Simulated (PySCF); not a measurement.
# VO₃⁻: fields on a plane

Computed with PBE0 in PySCF with V def2-SVPD, O def2-SVPD; no relativity; density-fitted integrals.

The singlet minimum has V–O 1.635 Å (×3); O–V–O 120.0° (×3).

The plane holds V1 at (0.00, 0.00), O2 at (1.64, 0.00), O3 at (-0.82, 1.42), O4 at (-0.82, -1.42) Å. Columns run from x = -2.85 to 4.05 Å, rows from y = 3.75 (top) to -3.45 Å, in steps of 0.3 Å. Other isomers or separated fragments may lie lower.

**Question.** Give the electron density (e/Å³) (cut at 5 e/Å³). Lower edges of the bins (e/Å³): '_' 0.000, '.' 0.030, ':' 0.076, '-' 0.151, '=' 0.268, '+' 0.455, '*' 0.750, '#' 1.218, '%' 1.960, '@' 3.136; top 5.00, each point printed twice.

**Answer.** 
```
________________________________________________
________________________________________________
________________________________________________
____________......______________________________
________..::::::::....__________________________
______..::--++++==--::..________________________
______::--**%%%%##++--..________________________
____..::++%%@@@@@@**==::..______________________
____..::++%%@@@@@@##==::::..........____________
____..::==##@@@@%%##++--::--------::..__________
______::--++##########++====****++==::..________
______..::--==**%%@@@@%%**##%%@@%%**--..________
________..::==##@@@@@@@@##%%@@@@@@##==::________
________..::==##@@@@@@@@##%%@@@@@@##==::________
______..::--==**%%@@@@%%**##%%@@%%**--..________
______::--++##########++====****++==::..________
____..::==##@@@@%%##++--::--------::..__________
____..::++%%@@@@@@##==::::..........____________
____..::++%%@@@@@@**==::..______________________
______::--**%%%%##++--..________________________
______..::--++++==--::..________________________
________..::::::::....__________________________
____________......______________________________
________________________________________________
________________________________________________
```

**Question.** Give the electrostatic potential (V) (cut at 20 V). Every second row and column.

**Answer.** 
```
-3.5 -3.8 -4.2 -4.4 -4.4 -4.3 -4.0 -3.8 -3.5 -3.3 -3.0 -2.8
-3.9 -4.5 -5.1 -5.5 -5.6 -5.2 -4.7 -4.3 -4.0 -3.7 -3.4 -3.1
-4.5 -5.3 -6.2 -6.4 -6.6 -6.3 -5.5 -4.9 -4.6 -4.2 -3.8 -3.4
-4.9 -6.1 -5.8 11.8  5.0 -6.2 -5.8 -5.6 -5.4 -4.9 -4.3 -3.8
-5.1 -6.4 -3.7 20.0 20.0 -1.9 -4.2 -6.0 -6.5 -6.0 -5.0 -4.2
-5.1 -6.1 -5.7  5.3 16.7 20.0  4.2 -1.2 -3.1 -6.6 -5.7 -4.5
-5.0 -5.6 -4.9  4.2 20.0 20.0 20.0 20.0 20.0 -5.1 -6.0 -4.7
-5.0 -5.8 -5.4  2.0 20.0 20.0 13.2 20.0 16.1 -6.0 -5.9 -4.7
-5.1 -6.4 -4.9 20.0 20.0  4.3 -1.3 -5.4 -6.5 -6.4 -5.4 -4.4
-5.0 -6.3 -4.3 20.0 20.0 -4.7 -5.5 -5.9 -6.0 -5.4 -4.7 -4.0
-4.7 -5.8 -6.4 -4.2 -5.1 -6.6 -5.8 -5.2 -4.9 -4.5 -4.1 -3.6
-4.2 -4.9 -5.7 -6.2 -6.2 -5.8 -5.1 -4.6 -4.3 -3.9 -3.6 -3.2
-3.7 -4.2 -4.6 -4.9 -4.9 -4.7 -4.3 -4.0 -3.7 -3.5 -3.2 -3.0
```

The lowest empty level of this anion is unbound, so it and the gap depend on the basis.
